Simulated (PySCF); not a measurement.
LiBe: from constants to spectrum

PBE0 constants of LiBe, ²Σ⁺ (doublet), unpaired electrons σ ↑ (PySCF, no relativity, basis sets Li def2-TZVP, Be def2-TZVP; masses 7.0160 and 9.0122 u):

* ωe: 342.9 cm⁻¹
* ωexe: 6.16 cm⁻¹
* Be: 0.63958 cm⁻¹
* αe: 0.0141 cm⁻¹
* D (centrifugal): 8.9e-06 cm⁻¹
* De to Li + Be: 0.497 eV

Question: Give the vibrational terms G(v) and spacings up to v = 6.

Answer: G(v) = ωe(v+½) − ωexe(v+½)².

| v | G(v) (cm⁻¹) | G(v) − G(v−1) | Bv (cm⁻¹) |
| --- | --- | --- | --- |
| 0 | 170 |  | 0.6325 |
| 1 | 500 | 331 | 0.6184 |
| 2 | 819 | 318 | 0.6043 |
| 3 | 1125 | 306 | 0.5902 |
| 4 | 1418 | 294 | 0.5761 |
| 5 | 1700 | 281 | 0.5620 |
| 6 | 1969 | 269 | 0.5479 |

Question: How well does the Morse estimate ωe²/(4ωexe) reproduce De, and what is D0?

Answer: It gives 0.592 eV, 119 % of the computed De. D0 = De − G(0) = 0.497 − 0.021 = 0.476 eV.

The state is the lowest determinant that a PBE0 search found; another state may lie lower at other levels.
